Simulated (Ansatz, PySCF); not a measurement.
Spin states of F3Ta (SMILES [F][Ta]([F])[F]), each relaxed with B3LYP-D3(BJ)/def2-TZVP.
State 1 (charge 0, multiplicity 1):
| atom | x (Å) | y (Å) | z (Å) |
|---|---|---|---|
| Ta | -0.0145 | 0.0166 | -0.0139 |
| F | 1.7638 | -0.3584 | -0.3459 |
| F | -0.7690 | -0.4441 | 1.6082 |
| F | -1.0383 | 0.8528 | -1.3044 |
State 2 (charge 0, multiplicity 3):
```xyz
4

Ta     0.070    -0.054     0.093
F      1.823    -0.305    -0.534
F     -0.969    -0.400     1.619
F     -0.983     0.826    -1.234
```

Singlets are restricted, other states unrestricted; no spin–orbit coupling, no relativity up to Kr; see below for the cores. The largest T1 diagnostic is 0.023.

Correlated levels freeze the inner cores; with def2 sets outer-core shells near the valence are correlated too. CBS: X⁻³ extrapolation of the correlation energy, Hartree–Fock from the larger set.

Programs: Ansatz (a quantum-chemistry and plane-wave program); PySCF for the dispersion terms. Each number belongs to the level named beside it. In def2 rows elements past Kr take small-core potentials, without spin–orbit coupling.

PBE/def2-TZVPP gives 10.98 kcal/mol for the energy of the multiplicity-3 state less that of the multiplicity-1 state.

Task: How do the other levels lie against it? Give each less PBE: PBE-D3(BJ)/def2-TZVPP, r2SCAN/def2-TZVPP, B3LYP/def2-TZVPP, wB97M-V/def2-TZVPP, B2PLYP/def2-TZVPP, CCSD(T)/CBS(def2-SVP, def2-TZVPP).

Result: PBE-D3(BJ)/def2-TZVPP 0.01; r2SCAN/def2-TZVPP -5.08; B3LYP/def2-TZVPP 0.63; wB97M-V/def2-TZVPP 1.91; B2PLYP/def2-TZVPP 1.47; CCSD(T)/CBS(def2-SVP, def2-TZVPP) 2.22 kcal/mol. 5 of 6 lie above PBE; the widest gap is to r2SCAN/def2-TZVPP.

Doubts at one or more of the structures used: a restricted determinant that unrestricted orbitals would lower (B2PLYP/def2-TZVPP, CCSD(T)/CBS(def2-SVP, def2-TZVPP)).
